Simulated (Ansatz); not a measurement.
Consider the atomization: `COC(=O)C(F)(F)C(F)(F)F` → 4 C• + 5 F• + 3 H• + 2 O•.

Gas-phase electronic energies from Ansatz, PBE0-D4/def2-TZVP geometries. CBS: MP2 limit from def2 TZ/QZ plus the TZ coupled-cluster correction, frozen cores. This one scheme is used for every species, atoms too. DFT in def2-TZVPP. HSE06 is defined as in plane-wave codes. Open shells (•) are unrestricted, without spin–orbit coupling. Spin–orbit coupling would lower the free atoms: a little for C, F, O. One conformer a species, not always the lowest.

```csv
level,ΔE (kcal/mol),difference from CCSD(T)/CBS
LDA (SPW92),1749.9,318.0
PBE-D4,1508.2,76.3
revPBE-D4,1448.7,16.8
BLYP-D4,1445.8,13.9
r2SCAN-D4,1449.2,17.3
B97M-V,1435.9,4.0
PBE0-D4,1446.8,14.9
r2SCANh-D4,1428.6,-3.3
r2SCAN0-D4,1399.0,-32.9
HSE06-D4,1448.5,16.6
BHLYP-D4,1345.2,-86.7
CAM-B3LYP-D4,1444.3,12.4
ωB97X-V,1441.8,9.9
ωB97M-V,1442.1,10.2
B2PLYP,1416.8,-15.1
PBE-QIDH,1426.1,-5.8
PBE,1500.4,68.5
revPBE,1422.6,-9.3
BLYP,1428.7,-3.2
r2SCAN,1447.0,15.1
PBE0,1440.2,8.3
r2SCANh,1426.4,-5.5
r2SCAN0,1396.6,-35.3
HSE06,1442.5,10.6
BHLYP,1336.8,-95.1
LC-ωPBE,1448.4,16.5
HF/def2-SVP,984.5,-447.4
MP2/def2-SVP,1424.5,-7.4
CCSD/def2-SVP,1345.5,-86.4
CCSD(T)/def2-SVP,1367.8,-64.1
HF/def2-TZVPP,960.3,-471.6
MP2/def2-TZVPP,1456.8,24.9
SCS-MP2/def2-TZVPP,1418.8,-13.1
CCSD/def2-TZVPP,1356.7,-75.2
CCSD(T)/def2-TZVPP,1391.0,-40.9
HF/def2-QZVPP,962.1,-469.8
MP2/def2-QZVPP,1480.9,49.0
SCS-MP2/def2-QZVPP,1444.9,13.0
HF/CBS(def2),962.3,-469.6
CCSD/CBS(def2),1397.7,-34.2
CCSD(T)/CBS,1431.9,0
```

Largest T1 diagnostic among the species: 0.014.

From r2SCAN to r2SCAN0 (25 % exact exchange), in def2-TZVPP and without D4, ΔE moves by −50.4 kcal/mol: exact exchange takes away binding that semilocal exchange gives to molecules. In def2-TZVPP, CCSD(T) changes the Hartree–Fock value by +430.7 kcal/mol (the triples alone add +34.2 kcal/mol) and MP2 by +496.5 kcal/mol; breaking electron pairs costs correlation energy, which Hartree–Fock lacks. Leaving LDA and LC-ωPBE aside and taking each functional with its dispersion term where it has one, the values spread over 163.0 kcal/mol, from BHLYP-D4 to PBE-D4. LDA lies +249.5 kcal/mol from PBE without D4, its usual overbinding.

For atomizations the MP2-based limit and the directly extrapolated one differ by several kJ/mol either way, and by 10 to 25 for some Ge, Se and Sn compounds, so smaller differences from it don't rank the levels.
